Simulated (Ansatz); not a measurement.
Reaction (substitution at a C–O bond): `[NH2][Zn][O]CF` + `O[SiH2][SiH3]` → `FCO[SiH2][SiH3]` + `[NH2][Zn][OH]`

Program: Ansatz. Geometries: PBE0-D4/def2-TZVP. ΔE: electronic, gas phase. CCSD(T)/CBS is the MP2 limit (def2-TZVPP, def2-QZVPP) plus CCSD(T) − MP2 in def2-TZVPP, frozen cores. Functionals use def2-TZVPP. For Zn outer-core shells are correlated without core-valence functions, which leaves a few kJ/mol of doubt a bond. Scalar relativity is left out up to krypton. Each species was taken in one conformer, which may not be the lowest.

`[NH2][Zn][O]CF`:

```xyz
9

N    -0.806   -2.114    1.052
Zn    0.144   -0.692    0.451
O     1.302    0.554   -0.162
C     0.694    1.493   -0.904
F    -0.692    1.168   -1.020
H    -0.609   -2.407    1.999
H    -1.809   -2.020    0.963
H     0.712    2.489   -0.442
H     1.064    1.529   -1.937
```

`O[SiH2][SiH3]`:

Cartesian coordinates in Å:
```
O -1.822 -0.979 -0.118
Si -0.838 0.290 -0.516
Si 1.235 0.194 0.583
H -1.499 -1.863 -0.296
H -0.591 0.344 -1.987
H -1.585 1.509 -0.118
H 2.095 1.328 0.146
H 1.934 -1.079 0.247
H 1.070 0.257 2.060
```

`FCO[SiH2][SiH3]`:

Z-matrix (Å, degrees):
```
C
O 1 1.368
F 1 1.379 2 110.6
H 1 1.098 2 112.0 3 118.7
H 1 1.092 2 108.8 3 -118.0
Si 2 1.667 1 124.2 3 -60.4
Si 6 2.349 2 111.9 1 -39.4
H 6 1.486 2 110.7 1 83.3
H 6 1.484 2 104.8 1 -159.6
H 7 1.488 6 111.0 2 -56.1
H 7 1.488 6 108.1 2 -175.3
H 7 1.487 6 111.5 2 65.1
```

`[NH2][Zn][OH]`:

```xyz
6

N     1.131    0.735    0.507
Zn   -0.135   -0.319   -0.243
O    -1.187   -1.470   -1.083
H     1.197    0.700    1.515
H     1.119    1.708    0.232
H    -2.125   -1.354   -0.928
```

**Question.** Is it downhill or uphill in electronic energy at CCSD(T)/CBS, and by how much? (Estimate.)

**Answer.** Ansatz gave: Uphill: ΔE = +16.8 kJ/mol.

**Question.** What do these levels give: PBE-D4, ωB97X-V, B2PLYP, PBE, r2SCAN, SCS-MP2/def2-TZVPP? (Estimate.)

**Answer.** The calculation gave: PBE-D4 13.4, ωB97X-V 17.6, B2PLYP 17.3, PBE 15.6, r2SCAN 19.0, SCS-MP2/def2-TZVPP 16.3 kJ/mol.

Largest T1 diagnostic among the species: 0.017.

From PBE to PBE0 (25 % exact exchange), in def2-TZVPP and without D4, ΔE moves by +3.4 kJ/mol. The D4 term adds −3.4 kJ/mol with B3LYP and −2.1 kJ/mol with PBE0; it sums over pairs of atoms, weighted by their polarisabilities, and B3LYP, whose exchange is more repulsive, gets the larger term.

B3LYP here is the variant with VWN-RPA as its local correlation; programs differ in this.
